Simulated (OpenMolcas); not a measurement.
# Lines of Cu: computed and rescaled rates

```yaml
Program: OpenMolcas
Method: "SS-CASPT2, IPEA 0.25 Eh, imaginary shift 0.1 Eh (closed shells correlated: 3s 3p)"
Basis: ANO-RCC-VTZP [6s5p3d2f1g]
Scalar_Hamiltonian: DKH2, point nucleus
Active_space: 11 electrons in 6 orbitals (3d 4s)
State_averaging: 2S+1 = 2 even, 6 roots
Spin-orbit_coupling: state interaction with AMFI integrals over the reference wave functions, term energies averaged over their components
```

Rates come from the transition moments of the reference wave functions (E1 and E2 in the length form). At fixed line strength A goes as λ^-3 for E1 and M1 and as λ^-5 for E2, so a rate at the computed wavelength can be rescaled to the measured one. Measured vacuum wavelengths follow from level energies in NIST Handbook of Basic Atomic Spectroscopic Data. Branching counts decays inside the model space alone, at computed energies, and the table is only a selection of the E2 and M1 lines, drawn from those between levels with measured partners whose computed energy lies within a factor of 1.5 of the measured one.

```tsv
Upper	Lower	Type	λ computed (nm)	λ measured (nm)	A computed (s-1)	A rescaled (s-1)	Branching %
3d⁹ 4s² ²D_3/2	3d⁹ 4s² ²D_5/2	M1	5022	4895	1.28e-01	1.38e-01	65.3
3d⁹ 4s² ²D_3/2	3d¹⁰ 4s ²S_1/2	E2	646.6	755	6.82e-02	3.14e-02	34.7
3d⁹ 4s² ²D_5/2	3d¹⁰ 4s ²S_1/2	E2	742.2	892.7	3.42e-02	1.36e-02	100.0
```

The largest correction is for 3d⁹ 4s² ²D_5/2 → 3d¹⁰ 4s ²S_1/2 (E2): 3.42e-02 × (742.2 / 892.7)^5 = 1.36e-02 s-1, a factor of 0.40.

No measured rate stands beside these. Rescaling mends the energy factor alone: line strengths can still be far off where a level mixes with configurations outside the active space, and weak or spin-changing lines hang on small mixing coefficients that depend on the term gaps too, so rescaling need not improve them.

Over all roots computed the reference weight is 0.80 to 0.89; the roots of lowest weight are the least certain, and an intruder state may touch them. A single d shell beside an s shell can misplace configurations of different d count against each other. Computed and measured levels are paired by configuration, term and J; levels that our copy of the source lacks, or whose pairing is in doubt (as where it misses far off the trend of its configuration), stay unpaired. Only configurations of the active space appear.
